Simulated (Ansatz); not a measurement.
The cluster Li3N⁺ (the lowest doublet isomer of a short search), 4 atoms. Hardware: 4 threads of Arm Neoverse V2 on a shared host.

Correlated methods freeze 1 core orbital; core or outer-core shells of Li are correlated, in sets that lack core-valence functions.

Task: How many basis functions does each of these Ansatz runs have, and roughly what does it cost? BLYP-D4/def2-TZVP, charge 1 quartet, energy, from earlier orbitals; PBE-D4/def2-TZVP, charge 1 quartet, energy, from earlier orbitals; CCSD(T)/def2-TZVPP, charge 1 doublet, energy, from earlier orbitals; PBE-QIDH/def2-TZVP, charge 1 quartet, energy, from earlier orbitals; PBE-D4/def2-TZVP, charge 0 triplet at the geometry of the charge 1 doublet, energy, from earlier orbitals; r2SCAN-D4/def2-TZVP, charge 1 doublet, energy, from earlier orbitals; PBE-D4/def2-TZVP, charge 1 doublet, energy and forces, from earlier orbitals; PBE0-D4/def2-TZVP, charge 0 singlet at the geometry of the charge 1 doublet, energy; PBE0-D4/def2-TZVP, charge 1 quartet, energy, from earlier orbitals; PBE0-D4/def2-TZVP, charge 1 quartet, relaxation, 8 steps; MP2/def2-TZVP, charge 1 doublet, energy, from earlier orbitals; PBE-D4/def2-TZVP, charge 0 singlet at the geometry of the charge 1 doublet, energy, from earlier orbitals.

Result: Other jobs shared the machine, so times can vary by a factor of up to 3. A dash marks memory too small to be measured apart from the calling script's.

```tsv
run	functions	fitting or Cholesky vectors	wall time	peak host memory (GiB)
MP2/def2-TZVP, charge 1 doublet, energy, from earlier orbitals	73	647	0.15 s	–
PBE-D4/def2-TZVP, charge 0 singlet at the geometry of the charge 1 doublet, energy, from earlier orbitals	73	542	0.3 s	–
PBE0-D4/def2-TZVP, charge 0 singlet at the geometry of the charge 1 doublet, energy	73	542	0.35 s	–
PBE-D4/def2-TZVP, charge 1 quartet, energy, from earlier orbitals	73	542	0.5 s	–
PBE-D4/def2-TZVP, charge 0 triplet at the geometry of the charge 1 doublet, energy, from earlier orbitals	73	542	0.55 s	–
PBE-D4/def2-TZVP, charge 1 doublet, energy and forces, from earlier orbitals	73	542	0.55 s	–
BLYP-D4/def2-TZVP, charge 1 quartet, energy, from earlier orbitals	73	542	0.6 s	–
PBE-QIDH/def2-TZVP, charge 1 quartet, energy, from earlier orbitals	73	647	0.65 s	–
PBE0-D4/def2-TZVP, charge 1 quartet, energy, from earlier orbitals	73	542	0.8 s	–
r2SCAN-D4/def2-TZVP, charge 1 doublet, energy, from earlier orbitals	73	542	1.8 s	–
CCSD(T)/def2-TZVPP, charge 1 doublet, energy, from earlier orbitals	88	635	2.4 s	–
PBE0-D4/def2-TZVP, charge 1 quartet, relaxation, 8 steps	73	542	8 s	–
```
